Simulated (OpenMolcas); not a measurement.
## Zr3+: moving or changing the point charges

Zr3+ among 6 point charges of -1.7 e arranged as an octahedron (Oh), 2.16 Å from the ion.

```
Program             : OpenMolcas 26.06
Method              : CASSCF
Basis               : ANO-RCC-VTZP [7s6p4d2f1g]
Scalar Hamiltonian  : DKH2, point nucleus
Active space        : 1 electron in 5 orbitals (4d)
State averaging     : 2S+1 = 2 even, 5 roots
Spin-orbit coupling : state interaction with AMFI integrals over the reference wave functions
```

Runs around this geometry, states (labels of O, the rotations of Oh). Energies in cm-1 above the lowest state or level, χT in cm3 K/mol; under a threefold ground state the first gap can be a small split of the lowest multiplet, not the spin-orbit step; 10Dq is the gap between the two states.

```csv
R (Å),q (e),Ground state,First state of that spin,10Dq,First gap with spin-orbit (degeneracies),χT at 300 K
2.16,-0.85,2T2,2E 7111,7111,"747.9 (4, 2)",0.216
2.16,-1.7,2T2,2E 15490,15490,"629.4 (4, 2)",0.241
2.38,-1.7,2T2,2E 9146,9146,"720.9 (4, 2)",0.219
```

Taking |10Dq| as R^-n, n = -ln(9146 / 15490) / ln(2.38 / 2.16) = 5.4 between the shortest and longest distance. The point-charge formula for a cubic d site gives n = 5.

Scaling the charges by -0.85 / -1.7 = 0.50 scales |10Dq| by 7111 / 15490 = 0.46; with fixed orbitals a first-order splitting would follow the charge.

An orbital triplet at a regular site is open to Jahn-Teller coupling, which can distort the site and quench the lowest spin-orbit gaps and is left out. This field is weak: 10Dq is about 7111 cm-1, while octahedral complexes of 4d ions of charge 3 and more, computed by the same method with explicit ligands, had a median near 25000 cm-1. Ground spin and moment need not be those of a real site (figures for R = 2.16, q = -0.85; the like holds for R = 2.38, q = -1.7). This is an electrostatic model: the charges have no orbitals. No measured value stands beside these numbers.
